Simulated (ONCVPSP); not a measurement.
## Rh: ONCV pseudisation with PBEsol, fully relativistic reference atom.

The input file (ONCVPSP 4.0.1):

```
# ATOM AND REFERENCE CONFIGURATION
# atsym  z   nc   nv     iexc    psfile
  Rh 45.00    6    4  -116133      upf
#
#   n    l    f
    1    0    2.00
    2    0    2.00
    2    1    6.00
    3    0    2.00
    3    1    6.00
    3    2   10.00
    4    0    2.00
    4    1    6.00
    4    2    7.00
    5    0    2.00
#
# PSEUDOPOTENTIAL AND OPTIMIZATION
# lmax
    2
#
#   l,   rc,      ep,       ncon, nbas, qcut
    0    1.60    0.00    4    8    8.70
    1    1.10    0.00    4    7    8.60
    2    2.20    0.00    4    8    8.40
#
# LOCAL POTENTIAL
# lloc, lpopt,  rc(5),   dvloc0
    4    3    1.00   -1.00
#
# VANDERBILT-KLEINMAN-BYLANDER PROJECTORs
# l, nproj, debl
    0    2    3.90
    1    2    3.00
    2    3    1.10
#
# MODEL CORE CHARGE
# icmod, fcfact, rcfact
    2    0.55    0.95
#
# LOG DERIVATIVE ANALYSIS
# epsh1, epsh2, depsh
   -5.00    5.00    0.04
#
# OUTPUT GRID
# rlmax, drl
    6.00    0.01
#
# TEST CONFIGURATIONS
# ncnf
    4
# nvcnf
#   n    l    f
    4
    4    0    2.00
    4    1    6.00
    4    2    8.00
    5    0    1.00
#
    4
    4    0    2.00
    4    1    6.00
    4    2    8.00
    5    0    0.00
#
    4
    4    0    2.00
    4    1    6.00
    4    2    7.00
    5    0    0.00
#
    4
    4    0    1.00
    4    1    6.00
    4    2    8.00
    5    0    1.00
#
```

Command:

```bash
oncvpspr.x < Rh.dat > Rh.out
```

Output (shortened: citation, most of the input echo, consistency checks and plot data are left out):

```
ONCVPSP  (Optimized Norm-Conservinng Vanderbilt PSeudopotential)
relativistic version 4.0.1

#   n    l    f        energy (Ha)
    1    0    2.00    -8.4584705D+02
    2    0    2.00    -1.2273178D+02
    2    1    6.00    -1.0835245D+02    -1.1366208D+02
    3    0    2.00    -2.2040099D+01
    3    1    6.00    -1.7577448D+01    -1.8491133D+01
    3    2   10.00    -1.1109208D+01    -1.1289493D+01
    4    0    2.00    -3.1596447D+00
    4    1    6.00    -1.9313946D+00    -2.0770169D+00
    4    2    7.00    -3.1288007D-01    -3.2851077D-01
    5    0    2.00    -1.9696111D-01

Reference configufation results
  iterations    24
  all-electron total energy (Ha)   -4.78254636D+03

Begin loop to  construct optimized pseudo wave functions
and semi-local pseudopoentials for all angular momenta

Calculating optimized projector #   1

 for l=   0

    Fraction of norm inside rc  0.953176
    Optimizing pswf for qcut=   8.69 a_B^-1,  ecut=  37.79 Ha
    Residual kinetic energy error=  2.15D-07 Ha

    Energy error per electron        Cutoff
         Ha          eV             Ha
         0.01000     0.27211       18.92
         0.00100     0.02721       24.72
         0.00010     0.00272       29.14
         0.00001     0.00027       32.83

Calculating optimized projector #   2

 for l=   0

    Fraction of norm inside rc  0.057723
    Optimizing pswf for qcut=   8.69 a_B^-1,  ecut=  37.79 Ha
    Residual kinetic energy error=  2.93D-07 Ha

    Energy error per electron        Cutoff
         Ha          eV             Ha
         0.01000     0.27211       14.47
         0.00100     0.02721       22.30
         0.00010     0.00272       28.06
         0.00001     0.00027       32.54

   Wellstate for l =  1  n =  6 kap= -2
     eigenvalue =   1.0686
     asymptotic potential =   1.5686
     half-point radius =  4.3688

Calculating optimized projector #   1

 for l=   1

    Fraction of norm inside rc  0.557977
    Optimizing pswf for qcut=   8.60 a_B^-1,  ecut=  36.98 Ha
    Residual kinetic energy error=  1.41D-03 Ha

    Energy error per electron        Cutoff
         Ha          eV             Ha
         0.01000     0.27211       28.19
         0.00100     0.02721       39.50
         0.00010     0.00272      108.25
         0.00001     0.00027      128.71

Calculating optimized projector #   2

 for l=   1

    Fraction of norm inside rc  0.040032
    Optimizing pswf for qcut=   8.60 a_B^-1,  ecut=  36.98 Ha
    Residual kinetic energy error=  2.72D-04 Ha

    Energy error per electron        Cutoff
         Ha          eV             Ha
         0.01000     0.27211       11.62
         0.00100     0.02721       31.47
         0.00010     0.00272       52.55
         0.00001     0.00027      150.30

   Wellstate for l =  1  n =  6 kap=  1
     eigenvalue =   0.9230

Calculating optimized projector #   1

 for l=   1

    Fraction of norm inside rc  0.590859
    Optimizing pswf for qcut=   8.60 a_B^-1,  ecut=  36.98 Ha
    Residual kinetic energy error=  1.66D-03 Ha

    Energy error per electron        Cutoff
         Ha          eV             Ha
         0.01000     0.27211       28.43
         0.00100     0.02721       43.00
         0.00010     0.00272      111.69
         0.00001     0.00027      131.98

Calculating optimized projector #   2

 for l=   1

    Fraction of norm inside rc  0.039253
    Optimizing pswf for qcut=   8.60 a_B^-1,  ecut=  36.98 Ha
    Residual kinetic energy error=  3.27D-04 Ha

    Energy error per electron        Cutoff
         Ha          eV             Ha
         0.01000     0.27211       11.79
         0.00100     0.02721       32.09
         0.00010     0.00272       52.07
         0.00001     0.00027      116.38

   Wellstate for l =  2  n =  5 kap= -3
     eigenvalue =   0.7871
     asymptotic potential =   1.2871
     half-point radius =  3.4722

   Wellstate for l =  2  n =  6 kap= -3
     eigenvalue =   1.8871
     asymptotic potential =   2.3871
     half-point radius =  3.9767

Calculating optimized projector #   1

 for l=   2

    Fraction of norm inside rc  0.851403
    Optimizing pswf for qcut=   8.40 a_B^-1,  ecut=  35.31 Ha
    Residual kinetic energy error=  4.95D-09 Ha

    Energy error per electron        Cutoff
         Ha          eV             Ha
         0.01000     0.27211       17.04
         0.00100     0.02721       21.45
         0.00010     0.00272       25.12
         0.00001     0.00027       28.36

Calculating optimized projector #   2

 for l=   2

    Fraction of norm inside rc  0.199459
    Optimizing pswf for qcut=   8.40 a_B^-1,  ecut=  35.31 Ha
    Residual kinetic energy error=  1.60D-08 Ha

    Energy error per electron        Cutoff
         Ha          eV             Ha
         0.01000     0.27211       16.75
         0.00100     0.02721       21.69
         0.00010     0.00272       25.77
         0.00001     0.00027       29.12

Calculating optimized projector #   3

 for l=   2

    Fraction of norm inside rc  0.206670
    Optimizing pswf for qcut=   8.40 a_B^-1,  ecut=  35.31 Ha
    Residual kinetic energy error=  1.00D-07 Ha

    Energy error per electron        Cutoff
         Ha          eV             Ha
         0.01000     0.27211       17.86
         0.00100     0.02721       22.90
         0.00010     0.00272       27.11
         0.00001     0.00027       30.41

   Wellstate for l =  2  n =  5 kap=  2
     eigenvalue =   0.7715

   Wellstate for l =  2  n =  6 kap=  2
     eigenvalue =   1.8805

Calculating optimized projector #   1

 for l=   2

    Fraction of norm inside rc  0.859317
    Optimizing pswf for qcut=   8.40 a_B^-1,  ecut=  35.31 Ha
    Residual kinetic energy error=  5.21D-09 Ha

    Energy error per electron        Cutoff
         Ha          eV             Ha
         0.01000     0.27211       17.18
         0.00100     0.02721       21.57
         0.00010     0.00272       25.22
         0.00001     0.00027       28.43

Calculating optimized projector #   2

 for l=   2

    Fraction of norm inside rc  0.199242
    Optimizing pswf for qcut=   8.40 a_B^-1,  ecut=  35.31 Ha
    Residual kinetic energy error=  1.74D-08 Ha

    Energy error per electron        Cutoff
         Ha          eV             Ha
         0.01000     0.27211       16.86
         0.00100     0.02721       21.79
         0.00010     0.00272       25.86
         0.00001     0.00027       29.20

Calculating optimized projector #   3

 for l=   2

    Fraction of norm inside rc  0.209098
    Optimizing pswf for qcut=   8.40 a_B^-1,  ecut=  35.31 Ha
    Residual kinetic energy error=  1.10D-07 Ha

    Energy error per electron        Cutoff
         Ha          eV             Ha
         0.01000     0.27211       18.01
         0.00100     0.02721       23.04
         0.00010     0.00272       27.24
         0.00001     0.00027       30.51

Construct Vanderbilt / Kleinmman-Bylander projectors

B matrix Hermiticity error, ll=  0  kap= -1
   1   2    3.3560D-04

  Orthonormal projector coefficients  1.4116E+01  2.4133E+00

B matrix Hermiticity error, ll=  1  kap= -2
   1   2   -3.4989D-04

  Orthonormal projector coefficients  1.1283E+01  1.8790E+00

B matrix Hermiticity error, ll=  1  kap=  1
   1   2   -3.7614D-04

  Orthonormal projector coefficients  1.1188E+01  1.9932E+00

B matrix Hermiticity error, ll=  2  kap= -3
   1   2    1.2326D-04
   1   3   -1.9734D-04
   2   3    8.1345D-05

  Orthonormal projector coefficients  3.7891E+00 -9.4746E-01 -3.7162E-01

B matrix Hermiticity error, ll=  2  kap=  2
   1   2    1.2519D-04
   1   3   -2.0088D-04
   2   3    8.1623D-05

  Orthonormal projector coefficients  3.7681E+00 -9.2004E-01 -3.9248E-01

 Orthonormal scalar projector coefficients, l =  1
  1.1230E+01  1.9031E+00  3.4560E-02  5.7159E-04

 Orthonormal spin-orbit projector coefficients, l =  1
 -7.9695E-01  6.3292E-01  1.7090E-01 -1.9590E-02

 Orthonormal scalar projector coefficients, l =  2
  3.7804E+00 -9.3596E-01 -3.8009E-01 -1.0057E-04  2.7204E-06 -1.4219E-06

 Orthonormal spin-orbit projector coefficients, l =  2
 -3.7566E-02  2.9249E-02  1.2455E-02  1.8231E-03 -1.5627E-04 -3.9758E-05

Model core correction analysis
  based on d2Exc/dn_idn_j

d2excae - all-electron derivatives

   -2.596473D-02   -2.318214D-02   -1.430715D-02   -1.558758D-03
   -2.318222D-02   -2.163297D-02   -1.480846D-02   -1.906104D-03
   -1.430726D-02   -1.480851D-02   -1.434333D-02   -6.513198D-03
   -1.558758D-03   -1.906052D-03   -6.512235D-03   -2.306588D-02

d2excps - pseudofunction derivatives with no core correction

   -4.301272D-02   -3.436821D-02   -1.961262D-02   -2.805435D-03
   -3.436913D-02   -3.213322D-02   -2.109852D-02   -2.715043D-03
   -1.961300D-02   -2.109870D-02   -2.024717D-02   -8.133167D-03
   -2.805801D-03   -2.714947D-03   -8.131503D-03   -2.692425D-02

rms 2nd derivative error    7.271525E-03

amplitude prefactor, scale prefactor
   18.7672    1.0869

d2excps - pseudofunction derivatives with core correction

   -3.106548D-02   -2.940738D-02   -1.819572D-02   -1.787135D-03
   -2.940738D-02   -2.946297D-02   -2.031471D-02   -2.285937D-03
   -1.819589D-02   -2.031486D-02   -2.005240D-02   -8.002317D-03
   -1.787115D-03   -2.285821D-03   -8.000653D-03   -2.683925D-02

rms 2nd derivative error    4.383001E-03

Pseudoatom total energy -110.022299

Diagnostic tests using Vanderbilt-Kleinman-Bylander pseudopotentials
  relativistic with J = L +/- 1/2 projectors

   l  kap   rcore       rmatch      e in        delta e    norm test   slope test

   0  -1   1.6045276   1.6532446  -3.1596447   0.0000030   1.0001912   1.0001788
   0  -1   1.6045276   1.6532446  -0.1969611   0.0000043   1.0000403   1.0000324

   1  -2   1.1007138   1.1341339  -1.9313946  -0.0000554   1.0001652   1.0002438
   1   1   1.1007138   1.1341339  -2.0770169   0.0000038   1.0001789   1.0001851
   1  -2   1.1007138   1.1341339   1.0686054   0.0000079   1.0004901   1.0004901
   1   1   1.1007138   1.1341339   1.0532544   0.0000091   1.0005055   1.0005055

   2  -3   2.2031303   2.2700221  -0.3128801  -0.0000027   1.0000918   1.0001019
   2   2   2.2031303   2.2700221  -0.3285108  -0.0000011   1.0000978   1.0000949
   2  -3   2.2031303   2.2700221   0.7871199   0.0000051   1.0001785   1.0001785
   2   2   2.2031303   2.2700221   0.7804789   0.0000068   1.0001769   1.0001769
   2  -3   2.2031303   2.2700221   1.8871199   0.0000202   1.0001802   1.0001802
   2   2   2.2031303   2.2700221   1.8814634   0.0000218   1.0001800   1.0001800

Diagnostic tests using Vanderbilt-Kleinman-Bylander pseudopotentials
  relativistic with scalar and spin-orbit non-local projectors

   l  kap   rcore       rmatch      e in        delta e    norm test   slope test

   0  -1   1.6045276   1.6532446  -3.1596447   0.0000030   1.0001912   1.0001788
   0  -1   1.6045276   1.6532446  -0.1969611   0.0000043   1.0000403   1.0000324

   1  -2   1.1007138   1.1341339  -1.9313946  -0.0001096   1.0001641   1.0001863
   1   1   1.1007138   1.1341339  -2.0770169  -0.0000525   1.0001784   1.0001365
   1  -2   1.1007138   1.1341339   1.0686054  -0.0000701   1.0004858   1.0004858
   1   1   1.1007138   1.1341339   1.0532544  -0.0000635   1.0005004   1.0005004

   2  -3   2.2031303   2.2700221  -0.3128801   0.0000412   1.0000642   1.0001479
   2   2   2.2031303   2.2700221  -0.3285108   0.0000432   1.0000701   1.0001380
   2  -3   2.2031303   2.2700221   0.7871199   0.0000319   1.0001995   1.0001995
   2   2   2.2031303   2.2700221   0.7804789   0.0000322   1.0001975   1.0001975
   2  -3   2.2031303   2.2700221   1.8871199   0.0000227   1.0001841   1.0001841
   2   2   2.2031303   2.2700221   1.8814634   0.0000239   1.0001836   1.0001836

Ghost test for J = L + 1/2

 Testing for bound ghosts
   n   l    E NL Schr. Eq   E Basis Diag.   E Cutoff

   1   0       -3.159642       -3.159640    102.76
   2   0       -0.196957       -0.133951    102.76

   2   1       -1.931450       -1.929869    183.13

   3   2       -0.312883       -0.312717     91.49

 Testing for highly-localized positive-energy ghosts
       l    <radius>/rc     E Basis Diag.   E Cutoff

       0        0.725101        8.503039    102.76  WARNING - GHOST(+)

Ghost test for J = L - 1/2

 Testing for bound ghosts
   n   l    E NL Schr. Eq   E Basis Diag.   E Cutoff

   1   0       -3.159642       -3.159640    102.76
   2   0       -0.196957       -0.133951    102.76

   2   1       -2.077013       -2.075881    183.13

   3   2       -0.328512       -0.328372     91.49

 Testing for highly-localized positive-energy ghosts
       l    <radius>/rc     E Basis Diag.   E Cutoff

       0        0.725101        8.503039    102.76  WARNING - GHOST(+)

Test configuration 0

   n   l kap    f        eae           eps        diff
   1   0  -1  2.0000 -845.84705041
   2   0  -1  2.0000 -122.73177598
   2   1  -2  4.0000 -108.35244908
   2   1   1  2.0000 -113.66208399
   3   0  -1  2.0000  -22.04009884
   3   1  -2  4.0000  -17.57744834
   3   1   1  2.0000  -18.49113307
   3   2  -3  6.0000  -11.10920802
   3   2   2  4.0000  -11.28949285
   4   0  -1  2.0000   -3.15964466   -3.15964169    2.97E-06
   4   1  -2  4.0000   -1.93139464   -1.93145006   -5.54E-05
   4   1   1  2.0000   -2.07701691   -2.07701311    3.80E-06
   4   2  -3  4.2000   -0.31288007   -0.31288280   -2.73E-06
   4   2   2  2.8000   -0.32851077   -0.32851192   -1.15E-06
   5   0  -1  2.0000   -0.19696111   -0.19695680    4.31E-06

    Total energies and differences
      AE_ref= -4.78254636E+03  AE_tst= -4.78254636E+03  dif=  0.00E+00
      PS_ref= -1.10022299E+02  PS_tst= -1.10022299E+02  dif= -2.84E-14
      PSP excitation error=  2.84E-14

Test configuration 1

   n   l kap    f        eae           eps        diff
   1   0  -1  2.0000 -845.71056615
   2   0  -1  2.0000 -122.58670440
   2   1  -2  4.0000 -108.20789601
   2   1   1  2.0000 -113.51773061
   3   0  -1  2.0000  -21.89751623
   3   1  -2  4.0000  -17.43486965
   3   1   1  2.0000  -18.34849102
   3   2  -3  6.0000  -10.96590122
   3   2   2  4.0000  -11.14615378
   4   0  -1  2.0000   -3.02760908   -3.02920033   -1.59E-03
   4   1  -2  4.0000   -1.80555956   -1.80614819   -5.89E-04
   4   1   1  2.0000   -1.94947331   -1.95020595   -7.33E-04
   4   2  -3  4.8000   -0.21313065   -0.21334096   -2.10E-04
   4   2   2  3.2000   -0.22755462   -0.22782203   -2.67E-04
   5   0  -1  1.0000   -0.15899329   -0.15885787    1.35E-04

    Total energies and differences
      AE_ref= -4.78254636E+03  AE_tst= -4.78263649E+03  dif= -9.01E-02
      PS_ref= -1.10022299E+02  PS_tst= -1.10112662E+02  dif= -9.04E-02
      PSP excitation error=  2.31E-04

Test configuration 2

   n   l kap    f        eae           eps        diff
   1   0  -1  2.0000 -845.99190540
   2   0  -1  2.0000 -122.86363397
   2   1  -2  4.0000 -108.48505908
   2   1   1  2.0000 -113.79499128
   3   0  -1  2.0000  -22.17580889
   3   1  -2  4.0000  -17.71316022
   3   1   1  2.0000  -18.62674989
   3   2  -3  6.0000  -11.24382024
   3   2   2  4.0000  -11.42405611
   4   0  -1  2.0000   -3.30971996   -3.31226632   -2.55E-03
   4   1  -2  4.0000   -2.08912075   -2.09007745   -9.57E-04
   4   1   1  2.0000   -2.23264708   -2.23385460   -1.21E-03
   4   2  -3  4.8000   -0.49344813   -0.49380007   -3.52E-04
   4   2   2  3.2000   -0.50825641   -0.50869099   -4.35E-04
   5   0  -1  0.0000   -0.39465991   -0.39465991    0.00E+00

    Total energies and differences
      AE_ref= -4.78254636E+03  AE_tst= -4.78236220E+03  dif=  1.84E-01
      PS_ref= -1.10022299E+02  PS_tst= -1.09838538E+02  dif=  1.84E-01
      PSP excitation error=  4.00E-04

Test configuration 3

   n   l kap    f        eae           eps        diff
   1   0  -1  2.0000 -846.48828401
   2   0  -1  2.0000 -123.36428199
   2   1  -2  4.0000 -108.98542138
   2   1   1  2.0000 -114.29525397
   3   0  -1  2.0000  -22.67420190
   3   1  -2  4.0000  -18.21152421
   3   1   1  2.0000  -19.12519640
   3   2  -3  6.0000  -11.74267753
   3   2   2  4.0000  -11.92294600
   4   0  -1  2.0000   -3.79678938   -3.79900080   -2.21E-03
   4   1  -2  4.0000   -2.56942090   -2.57036851   -9.48E-04
   4   1   1  2.0000   -2.71482021   -2.71592590   -1.11E-03
   4   2  -3  4.2000   -0.93910460   -0.93941193   -3.07E-04
   4   2   2  2.8000   -0.95553711   -0.95588426   -3.47E-04
   5   0  -1  0.0000   -0.71997103   -0.71997103    0.00E+00

    Total energies and differences
      AE_ref= -4.78254636E+03  AE_tst= -4.78164522E+03  dif=  9.01E-01
      PS_ref= -1.10022299E+02  PS_tst= -1.09121142E+02  dif=  9.01E-01
      PSP excitation error= -1.82E-05

Test configuration 4

   n   l kap    f        eae           eps        diff
   1   0  -1  2.0000 -846.32463306
   2   0  -1  2.0000 -123.16261580
   2   1  -2  4.0000 -108.78591913
   2   1   1  2.0000 -114.09666701
   3   0  -1  2.0000  -22.46836466
   3   1  -2  4.0000  -18.00529229
   3   1   1  2.0000  -18.91945489
   3   2  -3  6.0000  -11.53494006
   3   2   2  4.0000  -11.71532732
   4   0  -1  1.0000   -3.52872108   -3.54750683   -1.88E-02
   4   1  -2  4.0000   -2.29170698   -2.29930147   -7.59E-03
   4   1   1  2.0000   -2.43986616   -2.44875958   -8.89E-03
   4   2  -3  4.8000   -0.64646399   -0.64612420    3.40E-04
   4   2   2  3.2000   -0.66330969   -0.66298292    3.27E-04
   5   0  -1  1.0000   -0.45152474   -0.45247388   -9.49E-04

    Total energies and differences
      AE_ref= -4.78254636E+03  AE_tst= -4.77936705E+03  dif=  3.18E+00
      PS_ref= -1.10022299E+02  PS_tst= -1.06833167E+02  dif=  3.19E+00
      PSP excitation error= -9.82E-03
```

The run took about 7.8 s on one core of a shared server CPU.
